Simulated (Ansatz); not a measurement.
One arrangement of a pair

The pair of N2 (SMILES N#N, atoms 1–2) and SiNH5 (SMILES [SiH3]N, atoms 3–9), both closed shells, in one local arrangement (a lower one may exist), relaxed at PBE0-D4/def2-TZVP:

N1  (0.004, 0.112, -3.569)
N2  (-0.557, 0.136, -2.636)
Si3  (0.693, -0.254, 0.967)
N4  (-0.845, 0.487, 0.762)
H5  (1.589, 0.229, -0.115)
H6  (1.221, 0.154, 2.295)
H7  (0.713, -1.748, 0.920)
H8  (-1.518, 0.449, 1.511)
H9  (-1.300, 0.436, -0.135)
(Å)

Program: Ansatz 0.2.0. Basis: def2-TZVPPD, with def2-QZVPPD for the basis limit. Cores are frozen in the correlated methods. B3LYP uses VWN-RPA correlation. Extrapolation: Hartree–Fock as exp(−7.88 √X), correlation as X^−2.97. Interaction energies count from these two fragments, frozen as in the pair, with the counterpoise correction; negative means bound.

(1) What is the interaction energy by CCSD(T) at an estimated basis limit (MP2 extrapolated from triple and quadruple zeta, plus CCSD(T) − MP2 in triple zeta)? (Judge from chemistry; the value comes from the calculation.)

(2) Which atoms make the shortest contact between the fragments?

No T1 diagnostic of these runs exceeds 0.014.

## Answers

(1) The calculation gives: -1.10 kcal/mol. Hartree–Fock alone gives 0.21 kcal/mol at the basis limit, so without correlation the pair would not bind at this distance. It counts from the two fragments frozen as in the pair.

The same quantity by other methods in triple zeta, and each one's difference from that estimate:
```csv
method,E_int (kcal/mol),difference
PBE-D4,-1.20,-0.10
revPBE-D4,-0.55,0.54
BLYP-D4,-0.68,0.42
r2SCAN-D4,-0.92,0.18
B97M-V,-1.13,-0.04
PBE0-D4,-1.07,0.03
B3LYP-D4,-0.87,0.23
HSE06-D4,-1.08,0.02
wB97X-V,-1.09,0.01
wB97M-V,-1.02,0.08
B2PLYP,-0.53,0.57
HF,0.21,1.31
MP2,-1.10,0.00
CCSD,-0.81,0.29
CCSD(T),-1.00,0.10
```
Differences are method less estimate.

(2) N2 and H9, 2.63 Å apart.

Basis-set superposition shift (counterpoise-corrected less uncorrected): CCSD(T) 0.31; MP2 0.32; HF 0.04; PBE0-D4 0.06; wB97M-V 0.07 kcal/mol.

For scale, one of the runs: CCSD(T)/def2-TZVPPD, 244 basis functions, launched by `ansatz run in.yaml --threads 4 --pin off --events-out ev --progress --plain --max-ram 9574MiB`. Time: 81 s of wall clock on 4 CPU threads of an Arm Neoverse V1; the host was shared. Peak host memory: 4.8 GiB.
